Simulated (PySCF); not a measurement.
A geometry optimisation, step by step.

Species: Mo(NH2)4 (singlet state).
Bonds: Mo1–N2, Mo1–N5, Mo1–N8, Mo1–N11. Hydrogens: H3, H4 on N2; H6, H7 on N5; H9, H10 on N8; H12, H13 on N11.

Method: PBE0-D3(BJ)/def2-SVP geometry optimisation, gas phase, def2 core potentials past Kr (PySCF); density fitting, grid level 1; the optimiser is geomeTRIC in internal coordinates, started from a GFN2-xTB structure with every atom displaced at random (about 0.03 Å). 12 of its 21 geometries are shown. The frame can shift and turn from step to step; on so coarse a grid that alone can change the energy by a few meV, and forces under 0.02 eV/Å are noise.

Step 0: E = -7932.9680 eV, largest atomic force 4.940 eV/Å
```
atom  x, y, z in Å  |  force x, y, z in eV/Å
Mo1     0.005   -0.172    0.092   -0.444   4.553  -1.867
N2     -0.534   -0.079    1.857    2.914  -0.717   2.518
H3     -0.762   -0.103    2.837    0.089   0.057   0.159
H4     -1.334    0.067    1.290   -3.638   0.575  -0.257
N5      1.262   -0.047   -1.349    1.657  -0.447   0.531
H6      2.200   -0.380   -1.449    0.654  -0.556   0.069
H7      1.043    0.439   -2.195   -0.557   0.734  -0.501
N8     -0.197    1.823   -0.192   -2.592  -1.025  -0.533
H9      0.609    2.391   -0.110    1.288   0.660  -0.023
H10    -1.033    2.442   -0.260    0.798  -0.887   0.172
N11    -0.604   -1.834   -0.247   -0.369  -0.585  -0.186
H12     0.397   -1.875    0.253   -0.161  -2.483  -0.193
H13    -1.021   -2.724   -0.504    0.361   0.121   0.110
```

Step 2: E = -7934.5281 eV, largest atomic force 1.039 eV/Å
```
atom  x, y, z in Å  |  force x, y, z in eV/Å
Mo1    -0.017   -0.090    0.075    0.285   0.535  -0.473
N2     -0.415   -0.083    1.916   -0.372   0.244  -0.441
H3     -0.454   -0.154    2.922    0.191   0.071   0.013
H4     -1.405    0.120    1.530    0.382  -0.228   0.940
N5      1.415    0.007   -1.237    0.466   0.148   0.465
H6      2.351   -0.390   -1.276   -0.156  -0.049   0.030
H7      1.216    0.582   -2.060    0.106  -0.187   0.104
N8     -0.323    1.761   -0.341   -0.025   0.083  -0.320
H9      0.493    2.384   -0.308   -0.264  -0.106   0.011
H10    -1.181    2.282   -0.425   -0.310   0.168  -0.013
N11    -0.696   -1.783   -0.306    0.460  -0.120   0.136
H12     0.229   -2.080    0.156   -0.609  -0.633  -0.239
H13    -1.183   -2.608   -0.625   -0.153   0.074  -0.212
```

Step 4: E = -7935.5607 eV, largest atomic force 1.619 eV/Å
```
atom  x, y, z in Å  |  force x, y, z in eV/Å
Mo1    -0.035   -0.051    0.075    0.292   0.048  -0.917
N2     -0.164   -0.082    1.960   -1.597   0.222   0.154
H3      0.188   -0.132    2.908    0.280   0.193  -0.075
H4     -1.228    0.062    2.012    1.182  -0.329   0.286
N5      1.586    0.073   -0.954    0.075   0.228   0.299
H6      2.462   -0.397   -0.745    0.035  -0.025   0.053
H7      1.665    0.582   -1.837   -0.133  -0.170  -0.036
N8     -0.543    1.694   -0.572    0.027  -0.005   0.081
H9      0.102    2.490   -0.642   -0.094  -0.200   0.072
H10    -1.499    2.022   -0.682   -0.040  -0.022  -0.006
N11    -0.847   -1.705   -0.447   -0.358   0.487  -0.058
H12    -0.158   -2.346   -0.074    0.484  -0.787   0.437
H13    -1.500   -2.263   -0.981   -0.155   0.360  -0.290
```

Step 5: E = -7935.9740 eV, largest atomic force 0.566 eV/Å
```
atom  x, y, z in Å  |  force x, y, z in eV/Å
Mo1    -0.033   -0.070    0.052    0.080  -0.185   0.014
N2     -0.043   -0.047    1.963   -0.506  -0.074   0.241
H3      0.562    0.018    2.774    0.275   0.266  -0.144
H4     -1.014    0.017    2.292   -0.018  -0.192   0.230
N5      1.670    0.136   -0.757    0.252  -0.010  -0.043
H6      2.510   -0.323   -0.413    0.148   0.055  -0.092
H7      1.843    0.597   -1.653    0.060  -0.137  -0.126
N8     -0.665    1.554   -0.700   -0.287   0.364  -0.009
H9     -0.107    2.404   -0.814   -0.013   0.067   0.038
H10    -1.656    1.771   -0.807    0.060   0.075  -0.069
N11    -0.939   -1.664   -0.517    0.147  -0.382   0.143
H12    -0.446   -2.515   -0.209   -0.269   0.001   0.024
H13    -1.650   -1.930   -1.190    0.070   0.153  -0.208
```

Step 7: E = -7936.2136 eV, largest atomic force 0.508 eV/Å
```
atom  x, y, z in Å  |  force x, y, z in eV/Å
Mo1    -0.050   -0.101    0.061    0.225   0.254  -0.378
N2      0.033   -0.021    1.972   -0.188  -0.105   0.386
H3      0.846    0.258    2.517   -0.024   0.187   0.018
H4     -0.793   -0.042    2.581    0.188  -0.113  -0.072
N5      1.735    0.117   -0.611   -0.151  -0.173  -0.010
H6      2.566   -0.303   -0.193    0.035   0.022  -0.031
H7      1.963    0.471   -1.543    0.022  -0.091   0.003
N8     -0.793    1.474   -0.735   -0.057  -0.016   0.146
H9     -0.289    2.359   -0.818   -0.050   0.049   0.030
H10    -1.792    1.638   -0.864   -0.002   0.039  -0.041
N11    -1.007   -1.650   -0.581    0.055  -0.230  -0.008
H12    -0.757   -2.625   -0.376   -0.158   0.247   0.056
H13    -1.630   -1.627   -1.388    0.108  -0.071  -0.098
```

Step 9: E = -7936.2896 eV, largest atomic force 0.237 eV/Å
```
atom  x, y, z in Å  |  force x, y, z in eV/Å
Mo1    -0.042   -0.041    0.039    0.029  -0.015   0.080
N2      0.031   -0.038    1.968   -0.021   0.038  -0.027
H3      0.816    0.360    2.487   -0.063   0.029   0.018
H4     -0.781   -0.098    2.591    0.123  -0.091  -0.109
N5      1.738   -0.018   -0.665    0.167   0.050  -0.083
H6      2.566   -0.440   -0.240   -0.103  -0.049   0.086
H7      1.965    0.195   -1.639   -0.057   0.036  -0.011
N8     -0.832    1.570   -0.645   -0.027   0.087   0.015
H9     -0.367    2.481   -0.630    0.032  -0.037  -0.013
H10    -1.830    1.727   -0.794   -0.017  -0.072   0.027
N11    -0.988   -1.592   -0.598   -0.007  -0.168  -0.095
H12    -0.728   -2.560   -0.381   -0.107   0.170   0.127
H13    -1.518   -1.599   -1.471    0.049   0.022  -0.015
```

Step 11: E = -7936.3116 eV, largest atomic force 0.220 eV/Å
```
atom  x, y, z in Å  |  force x, y, z in eV/Å
Mo1    -0.019   -0.015    0.015   -0.010   0.013   0.092
N2      0.064   -0.077    1.939    0.073   0.141  -0.127
H3      0.800    0.372    2.485    0.017  -0.009  -0.003
H4     -0.754   -0.188    2.538   -0.086  -0.101   0.049
N5      1.760   -0.034   -0.700   -0.022   0.011   0.027
H6      2.550   -0.493   -0.245    0.027  -0.041  -0.045
H7      1.995    0.154   -1.677    0.026   0.026   0.036
N8     -0.835    1.605   -0.623   -0.015  -0.048   0.030
H9     -0.386    2.523   -0.590    0.000  -0.022  -0.047
H10    -1.838    1.731   -0.761   -0.016   0.026   0.042
N11    -1.021   -1.550   -0.575    0.117   0.106  -0.154
H12    -0.783   -2.506   -0.309   -0.089  -0.066   0.106
H13    -1.502   -1.574   -1.475   -0.021  -0.037  -0.006
```

Step 13: E = -7936.3237 eV, largest atomic force 0.247 eV/Å
```
atom  x, y, z in Å  |  force x, y, z in eV/Å
Mo1    -0.003   -0.012    0.005    0.001   0.065  -0.086
N2      0.081   -0.095    1.920   -0.101   0.101   0.093
H3      0.784    0.378    2.491    0.014  -0.014  -0.014
H4     -0.749   -0.256    2.495    0.049  -0.059   0.032
N5      1.783   -0.006   -0.701   -0.078  -0.100   0.083
H6      2.554   -0.510   -0.263    0.045  -0.012  -0.061
H7      2.027    0.212   -1.668    0.036   0.039  -0.015
N8     -0.839    1.600   -0.621   -0.059  -0.057   0.035
H9     -0.394    2.518   -0.605    0.005   0.032  -0.046
H10    -1.848    1.718   -0.723    0.006   0.045   0.035
N11    -1.037   -1.530   -0.570    0.196  -0.011  -0.150
H12    -0.831   -2.481   -0.257   -0.095  -0.039   0.076
H13    -1.500   -1.588   -1.479   -0.017   0.011   0.018
```

Step 15: E = -7936.3388 eV, largest atomic force 0.244 eV/Å
```
atom  x, y, z in Å  |  force x, y, z in eV/Å
Mo1     0.008   -0.009    0.007   -0.013   0.059  -0.096
N2      0.060   -0.104    1.921   -0.122   0.051   0.105
H3      0.716    0.407    2.514    0.001  -0.022  -0.007
H4     -0.768   -0.342    2.475    0.092  -0.016   0.022
N5      1.802    0.020   -0.679    0.036  -0.137  -0.038
H6      2.569   -0.551   -0.317   -0.022   0.021   0.036
H7      2.041    0.299   -1.633   -0.017   0.056  -0.014
N8     -0.845    1.592   -0.620   -0.061   0.040   0.048
H9     -0.392    2.507   -0.636    0.025   0.020  -0.025
H10    -1.857    1.731   -0.658    0.014  -0.016  -0.003
N11    -1.010   -1.523   -0.599    0.136  -0.188  -0.075
H12    -0.871   -2.465   -0.222   -0.058   0.071   0.014
H13    -1.422   -1.615   -1.530   -0.012   0.060   0.032
```

Step 16: E = -7936.3427 eV, largest atomic force 0.145 eV/Å
```
atom  x, y, z in Å  |  force x, y, z in eV/Å
Mo1     0.004   -0.010    0.012   -0.040   0.007  -0.016
N2      0.042   -0.102    1.931   -0.038   0.068   0.011
H3      0.696    0.415    2.520    0.004  -0.015   0.002
H4     -0.773   -0.357    2.493    0.034  -0.026   0.011
N5      1.801    0.022   -0.662    0.045  -0.076  -0.089
H6      2.571   -0.555   -0.316   -0.034   0.019   0.051
H7      2.035    0.324   -1.611   -0.009   0.030   0.016
N8     -0.848    1.589   -0.628   -0.013   0.048   0.065
H9     -0.388    2.501   -0.654    0.010  -0.005  -0.013
H10    -1.859    1.737   -0.656    0.006  -0.029  -0.017
N11    -0.989   -1.530   -0.617    0.079  -0.111  -0.048
H12    -0.875   -2.473   -0.235   -0.030   0.060   0.011
H13    -1.385   -1.613   -1.556   -0.014   0.031   0.017
```

Step 18: E = -7936.3456 eV, largest atomic force 0.068 eV/Å
```
atom  x, y, z in Å  |  force x, y, z in eV/Å
Mo1    -0.002   -0.009    0.010   -0.037  -0.043   0.033
N2      0.036   -0.096    1.932    0.012   0.045  -0.033
H3      0.697    0.422    2.513    0.008  -0.005   0.003
H4     -0.764   -0.362    2.509    0.006  -0.022  -0.020
N5      1.800    0.019   -0.651   -0.002   0.002  -0.030
H6      2.563   -0.552   -0.283    0.003   0.003   0.015
H7      2.051    0.331   -1.592    0.003  -0.005   0.022
N8     -0.861    1.588   -0.625    0.022   0.023   0.028
H9     -0.405    2.502   -0.658   -0.013  -0.019   0.000
H10    -1.872    1.726   -0.658   -0.009  -0.007  -0.013
N11    -0.973   -1.537   -0.639    0.028   0.060  -0.018
H12    -0.873   -2.478   -0.256   -0.007  -0.022   0.019
H13    -1.366   -1.605   -1.578   -0.014  -0.010  -0.006
```

Step 20: E = -7936.3466 eV, largest atomic force 0.027 eV/Å
```
atom  x, y, z in Å  |  force x, y, z in eV/Å
Mo1    -0.003   -0.006    0.003   -0.004  -0.018   0.005
N2      0.051   -0.098    1.921   -0.006   0.009  -0.001
H3      0.716    0.420    2.499    0.002  -0.003   0.002
H4     -0.737   -0.382    2.506    0.011  -0.002  -0.014
N5      1.806    0.022   -0.642   -0.018   0.007   0.018
H6      2.561   -0.544   -0.251    0.009   0.001  -0.009
H7      2.080    0.337   -1.574    0.005  -0.008  -0.003
N8     -0.880    1.586   -0.620    0.008  -0.002  -0.003
H9     -0.437    2.506   -0.658   -0.006  -0.001   0.004
H10    -1.894    1.707   -0.656   -0.005   0.004   0.000
N11    -0.973   -1.531   -0.651    0.005   0.019   0.002
H12    -0.887   -2.472   -0.265    0.001  -0.005   0.003
H13    -1.372   -1.596   -1.589   -0.001  -0.002  -0.005
```

Problem. Summarise the path.

Solution. The energy falls by 325.99 kJ/mol from step 0 to step 20; nine tenths of that is first reached at step 6. It falls at every step. The largest force goes from 4.940 to 0.027 eV/Å. Among the bonds Mo1–N11 changes most, from 1.803 to 1.922 Å; the atoms move by 1.163 Å rms after alignment.

Problem. Follow the three bonds and two angles with the largest change from start to end.

Solution. 
```json
{"step": "0", "E above end (kJ/mol)": "325.99", "largest force (eV/Å)": "4.940", "Mo1–N11 (Å)": "1.803", "Mo1–N8 (Å)": "2.024", "N11–H12 (Å)": "1.120", "Mo1–N11–H12 (°)": "69.4", "Mo1–N2–H4 (°)": "72.3"}
{"step": "1", "E above end (kJ/mol)": "232.21", "largest force (eV/Å)": "2.202", "Mo1–N11 (Å)": "1.843", "Mo1–N8 (Å)": "1.964", "N11–H12 (Å)": "1.110", "Mo1–N11–H12 (°)": "74.9", "Mo1–N2–H4 (°)": "75.6"}
{"step": "2", "E above end (kJ/mol)": "175.47", "largest force (eV/Å)": "1.039", "Mo1–N11 (Å)": "1.863", "Mo1–N8 (Å)": "1.922", "N11–H12 (Å)": "1.076", "Mo1–N11–H12 (°)": "81.3", "Mo1–N2–H4 (°)": "81.1"}
{"step": "3", "E above end (kJ/mol)": "130.44", "largest force (eV/Å)": "1.470", "Mo1–N11 (Å)": "1.884", "Mo1–N8 (Å)": "1.923", "N11–H12 (Å)": "1.044", "Mo1–N11–H12 (°)": "88.1", "Mo1–N2–H4 (°)": "87.1"}
{"step": "4", "E above end (kJ/mol)": "75.83", "largest force (eV/Å)": "1.619", "Mo1–N11 (Å)": "1.915", "Mo1–N8 (Å)": "1.928", "N11–H12 (Å)": "1.012", "Mo1–N11–H12 (°)": "99.1", "Mo1–N2–H4 (°)": "96.5"}
{"step": "5", "E above end (kJ/mol)": "35.95", "largest force (eV/Å)": "0.566", "Mo1–N11 (Å)": "1.920", "Mo1–N8 (Å)": "1.898", "N11–H12 (Å)": "1.030", "Mo1–N11–H12 (°)": "111.8", "Mo1–N2–H4 (°)": "109.0"}
{"step": "6", "E above end (kJ/mol)": "21.66", "largest force (eV/Å)": "1.460", "Mo1–N11 (Å)": "1.943", "Mo1–N8 (Å)": "1.927", "N11–H12 (Å)": "1.013", "Mo1–N11–H12 (°)": "130.1", "Mo1–N2–H4 (°)": "127.6"}
{"step": "7", "E above end (kJ/mol)": "12.84", "largest force (eV/Å)": "0.508", "Mo1–N11 (Å)": "1.930", "Mo1–N8 (Å)": "1.915", "N11–H12 (Å)": "1.027", "Mo1–N11–H12 (°)": "125.1", "Mo1–N2–H4 (°)": "123.9"}
{"step": "8", "E above end (kJ/mol)": "8.57", "largest force (eV/Å)": "0.364", "Mo1–N11 (Å)": "1.929", "Mo1–N8 (Å)": "1.910", "N11–H12 (Å)": "1.026", "Mo1–N11–H12 (°)": "125.0", "Mo1–N2–H4 (°)": "124.6"}
{"step": "9", "E above end (kJ/mol)": "5.50", "largest force (eV/Å)": "0.237", "Mo1–N11 (Å)": "1.926", "Mo1–N8 (Å)": "1.920", "N11–H12 (Å)": "1.026", "Mo1–N11–H12 (°)": "124.5", "Mo1–N2–H4 (°)": "125.2"}
{"step": "10", "E above end (kJ/mol)": "4.53", "largest force (eV/Å)": "0.197", "Mo1–N11 (Å)": "1.927", "Mo1–N8 (Å)": "1.918", "N11–H12 (Å)": "1.020", "Mo1–N11–H12 (°)": "124.5", "Mo1–N2–H4 (°)": "125.4"}
{"step": "11", "E above end (kJ/mol)": "3.38", "largest force (eV/Å)": "0.220", "Mo1–N11 (Å)": "1.925", "Mo1–N8 (Å)": "1.923", "N11–H12 (Å)": "1.021", "Mo1–N11–H12 (°)": "123.1", "Mo1–N2–H4 (°)": "123.7"}
{"step": "12", "E above end (kJ/mol)": "2.90", "largest force (eV/Å)": "0.247", "Mo1–N11 (Å)": "1.925", "Mo1–N8 (Å)": "1.921", "N11–H12 (Å)": "1.021", "Mo1–N11–H12 (°)": "123.1", "Mo1–N2–H4 (°)": "123.6"}
{"step": "13", "E above end (kJ/mol)": "2.22", "largest force (eV/Å)": "0.247", "Mo1–N11 (Å)": "1.925", "Mo1–N8 (Å)": "1.920", "N11–H12 (Å)": "1.022", "Mo1–N11–H12 (°)": "122.3", "Mo1–N2–H4 (°)": "122.2"}
{"step": "14", "E above end (kJ/mol)": "1.46", "largest force (eV/Å)": "0.320", "Mo1–N11 (Å)": "1.922", "Mo1–N8 (Å)": "1.920", "N11–H12 (Å)": "1.026", "Mo1–N11–H12 (°)": "122.4", "Mo1–N2–H4 (°)": "122.0"}
{"step": "15", "E above end (kJ/mol)": "0.76", "largest force (eV/Å)": "0.244", "Mo1–N11 (Å)": "1.922", "Mo1–N8 (Å)": "1.919", "N11–H12 (Å)": "1.024", "Mo1–N11–H12 (°)": "122.5", "Mo1–N2–H4 (°)": "122.0"}
{"step": "16", "E above end (kJ/mol)": "0.38", "largest force (eV/Å)": "0.145", "Mo1–N11 (Å)": "1.922", "Mo1–N8 (Å)": "1.921", "N11–H12 (Å)": "1.024", "Mo1–N11–H12 (°)": "123.3", "Mo1–N2–H4 (°)": "123.0"}
{"step": "17", "E above end (kJ/mol)": "0.21", "largest force (eV/Å)": "0.081", "Mo1–N11 (Å)": "1.922", "Mo1–N8 (Å)": "1.920", "N11–H12 (Å)": "1.022", "Mo1–N11–H12 (°)": "123.5", "Mo1–N2–H4 (°)": "123.5"}
{"step": "18", "E above end (kJ/mol)": "0.10", "largest force (eV/Å)": "0.068", "Mo1–N11 (Å)": "1.923", "Mo1–N8 (Å)": "1.921", "N11–H12 (Å)": "1.021", "Mo1–N11–H12 (°)": "123.9", "Mo1–N2–H4 (°)": "124.1"}
{"step": "19", "E above end (kJ/mol)": "0.02", "largest force (eV/Å)": "0.046", "Mo1–N11 (Å)": "1.922", "Mo1–N8 (Å)": "1.921", "N11–H12 (Å)": "1.021", "Mo1–N11–H12 (°)": "123.9", "Mo1–N2–H4 (°)": "124.2"}
{"step": "20", "E above end (kJ/mol)": "0.00", "largest force (eV/Å)": "0.027", "Mo1–N11 (Å)": "1.922", "Mo1–N8 (Å)": "1.921", "N11–H12 (Å)": "1.021", "Mo1–N11–H12 (°)": "124.1", "Mo1–N2–H4 (°)": "124.3"}
```

The cost below is that of the whole optimisation. On Arm Neoverse V1, one thread, no GPU, shared host, this took 3.1 min of wall time and 0.48 GiB of memory at its peak.
